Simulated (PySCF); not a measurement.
**Correlation energy of Ti⁴⁺ (titanium, charge +4)**

[Ar], closed-shell 1S. Computed with PySCF 2.14 in an uncontracted even-tempered set (19 s from 0.13 bohr⁻², ratio 2.5; 13 p from 0.17 bohr⁻², ratio 2.5; 5 d from 2.3 bohr⁻², ratio 2.7; 5 f from 3.5 bohr⁻², ratio 2.7), with no relativity, point nucleus. Frozen: 1s2; 16 electrons correlated; the 21 highest virtual orbitals of each spin left out.

MP2 pair energies summed by pair of shells (mhartree):

```csv
pair,energy,share (%)
2p-2p,-185.33,33.6
3p-3p,-147.19,26.7
2p-3p,-71.84,13.0
2s-2p,-55.50,10.1
3s-3p,-39.75,7.2
2p-3s,-15.94,2.9
2s-3p,-13.10,2.4
2s-2s,-10.03,1.8
3s-3s,-8.96,1.6
2s-3s,-3.91,0.7
```

Total MP2 correlation energy: -551.55 mhartree.

Same-spin part -150.59 and opposite-spin part -400.96 mhartree; SCS-MP2 scales them by 1/3 and 6/5 to -531.35 mhartree.
